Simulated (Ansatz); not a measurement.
Program: Ansatz. Geometries: PBE0-D4/def2-TZVP. ΔE: electronic, gas phase. CCSD(T)/CBS is the MP2 limit (def2-TZVPP, def2-QZVPP) plus CCSD(T) − MP2 in def2-TZVPP, frozen cores. Functionals use def2-TZVPP. B3LYP here is the variant with VWN-RPA as its local correlation; programs differ in this. def2 core potentials past Kr. For Ga, Sn outer-core shells are correlated without core-valence functions, which leaves a few kJ/mol of doubt a bond. Scalar relativity is left out up to krypton. Each species was taken in one conformer, which may not be the lowest.

`[OH][Ga]([Cl])[O][SiH3]` + `C[CH2][Sn][Cl]` → `[SiH3][O][Ga]([Cl])[Cl]` + `C[CH2][Sn][OH]`  (redistribution)

`[OH][Ga]([Cl])[O][SiH3]`:

Cartesian coordinates in Å:
```
O 2.948 -0.210 -0.276
Ga 1.239 -0.631 -0.401
Cl 0.664 -2.442 -1.328
O 0.022 0.468 0.251
Si -1.613 0.524 0.367
H 3.088 0.633 0.162
H -2.236 0.594 -0.982
H -2.138 -0.676 1.071
H -1.974 1.741 1.137
```

`C[CH2][Sn][Cl]`:

```xyz
9

C    -0.688    0.679   -0.217
C     0.091   -0.596   -0.521
Sn    0.787   -1.666    1.260
Cl    2.005    0.195    2.117
H    -0.090    1.375    0.375
H    -0.987    1.197   -1.134
H    -1.605    0.474    0.344
H    -0.504   -1.293   -1.121
H     0.993   -0.364   -1.101
```

`[SiH3][O][Ga]([Cl])[Cl]`:

Z-matrix (Å, degrees):
```
Si
O 1 1.642
H 1 1.484 2 108.5
H 1 1.488 2 111.0 3 -120.2
H 1 1.486 2 109.4 3 119.4
Ga 2 1.753 1 139.3 3 134.2
Cl 6 2.109 2 118.7 1 -179.9
Cl 6 2.116 2 120.4 1 0.1
```

`C[CH2][Sn][OH]`:

```xyz
10

C    -0.221   -0.792   -0.566
C     0.357    0.604   -0.719
Sn    0.534    1.821    1.118
O    -0.203    0.467    2.367
H    -1.238   -0.768   -0.161
H    -0.276   -1.328   -1.519
H     0.383   -1.411    0.106
H    -0.237    1.201   -1.422
H     1.363    0.567   -1.156
H    -0.461   -0.361    1.952
```

Is it downhill or uphill in electronic energy at CCSD(T)/CBS, and by how much? (Best estimate.)

Computed: Uphill: ΔE = +17.9 kJ/mol.

What do these levels give: PBE-D4, PBE0-D4, B3LYP-D4, ωB97X-V, r2SCAN, HF/def2-TZVPP, MP2/def2-TZVPP, CCSD/def2-TZVPP, CCSD(T)/def2-TZVPP, MP2/def2-QZVPP, SCS-MP2/def2-QZVPP, CCSD/CBS(def2)? (Estimate.)

Ansatz gave: PBE-D4 14.3, PBE0-D4 17.6, B3LYP-D4 18.0, ωB97X-V 15.9, r2SCAN 15.1, HF/def2-TZVPP 25.1, MP2/def2-TZVPP 18.9, CCSD/def2-TZVPP 18.8, CCSD(T)/def2-TZVPP 16.7, MP2/def2-QZVPP 19.9, SCS-MP2/def2-QZVPP 20.3, CCSD/CBS(def2) 20.0 kJ/mol.

Largest T1 diagnostic among the species: 0.016.

In def2-TZVPP, CCSD(T) changes the Hartree–Fock value by −8.4 kJ/mol (the triples alone add −2.1 kJ/mol) and MP2 by −6.1 kJ/mol. From PBE to PBE0 (25 % exact exchange), in def2-TZVPP and without D4, ΔE moves by +3.3 kJ/mol.
